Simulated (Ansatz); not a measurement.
Reaction (substitution at a C–O bond): `C=CCO[SiH3]` + HCl → `C=CCCl` + silanol

Gas-phase electronic energies from Ansatz, PBE0-D4/def2-TZVP geometries. CCSD(T)/CBS is the MP2 limit (def2-TZVPP, def2-QZVPP) plus CCSD(T) − MP2 in def2-TZVPP, frozen cores. This one scheme is used for every species. DFT in def2-TZVPP. One conformer a species, not always the lowest.

| level | ΔE (kJ/mol) |
| --- | --- |
| ωB97M-V | -24.9 |
| HF/def2-TZVPP | -21.6 |
| CCSD/def2-TZVPP | -21.8 |
| HF/CBS(def2) | -21.3 |

Question: What does CCSD(T)/CBS give? (Best estimate.)

Answer: Computed: -27.4 kJ/mol. The listed levels differ from it by 2.5, 5.8, 5.6, 6.1 kJ/mol.

Largest T1 diagnostic among the species: 0.011.

From BLYP to BHLYP (50 % exact exchange), in def2-TZVPP and without D4, ΔE moves by +4.1 kJ/mol. Leaving LDA and LC-ωPBE aside and taking each functional with its dispersion term where it has one, the values, not all of them listed here, spread over 7.5 kJ/mol, from PBE-D4 to CAM-B3LYP-D4. LDA lies +7.4 kJ/mol from PBE without D4. The D4 term adds +3.2 kJ/mol with B3LYP and +2.1 kJ/mol with PBE0; it sums over pairs of atoms, weighted by their polarisabilities, and B3LYP, whose exchange is more repulsive, gets the larger term.

B3LYP here is the variant with VWN-RPA as its local correlation; programs differ in this.
